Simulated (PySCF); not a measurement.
(Cl)3Ti-NH-SiH3 (singlet state).
Geometry (PBE0-D3(BJ)/def2-SVP, Å), atoms numbered from 1 in this order:
```xyz
10
Cl3H4NSiTi angstrom
Ti     1.4666    0.2571    0.4625
Cl     2.9011    1.7341   -0.2212
Cl     2.0708   -1.7667   -0.0835
Cl     1.1166    0.4018    2.6136
N     -0.0980    0.5949   -0.4101
Si    -1.5144   -0.4575   -0.3533
H     -0.1305    1.4089   -1.0262
H     -1.2544   -1.4558    0.7191
H     -2.7272    0.3502   -0.0319
H     -1.7060   -1.1436   -1.6645
```

Method used: TDDFT PBE0/def2-SVPD, vertical, gas phase, core orbitals frozen in the response in PySCF.

Ground-to-excited transition dipoles (e·a0, same axes as the geometry; the sign carries no meaning), for the states with f of 0.002 or more among the lowest 10:

| state | E (eV) | μx | μy | μz |
| --- | --- | --- | --- | --- |
| S2 | 4.026 | -0.257 | 0.092 | -0.208 |
| S4 | 4.511 | 0.073 | -0.152 | -0.217 |
| S5 | 4.711 | -0.020 | 0.122 | -0.085 |
| S6 | 4.815 | 0.247 | 0.221 | -0.089 |
| S8 | 5.016 | -0.215 | -0.040 | -0.201 |
| S9 | 5.044 | -0.304 | 0.093 | -0.122 |
| S10 | 5.094 | -0.436 | 0.108 | -0.217 |

Q: What oscillator strength does each state have?

A: f = (2/3) ΔE |μ|² with ΔE in hartree (27.2114 eV).

| state | \|μ\|² (au) | \|μ\| (D) | f |
| --- | --- | --- | --- |
| S2 | 0.118 | 0.87 | 0.012 |
| S4 | 0.076 | 0.70 | 0.008 |
| S5 | 0.023 | 0.38 | 0.003 |
| S6 | 0.118 | 0.87 | 0.014 |
| S8 | 0.088 | 0.75 | 0.011 |
| S9 | 0.116 | 0.87 | 0.014 |
| S10 | 0.249 | 1.27 | 0.031 |

Q: Which bond between heavy atoms lies closest to the direction of the S10 transition dipole?

A: Ti1–N5, at 3° from it; next N5–Si6 at 56°.

Q: What angle do the transition dipoles of S6 and S10 make?

A: |cos θ| = |μa·μb| / (|μa| |μb|) = 0.38, so θ ≈ 68° (taken between 0 and 90°, since the signs are arbitrary).

Q: How is the summed strength of these states shared among x, y and z?

A: (2/3) Σ ΔE μα² gives 0.055 for x, 0.014 for y and 0.024 for z, 0.093 in all.

Q: What peak molar absorption coefficient would the strongest computed level give as a lone Gaussian band 0.3 eV wide at half height?

A: ε(max) = 2.175×10⁸ f / FWHM, with the width in cm⁻¹. S10: 2.175×10⁸ × 0.0311 / 2420 ≈ 2800 L mol⁻¹ cm⁻¹.

On an Arm Neoverse V2 with one thread (shared host), this took 46 s of wall time (with the writing of density and orbital grids) and 0.84 GiB of memory at its peak.
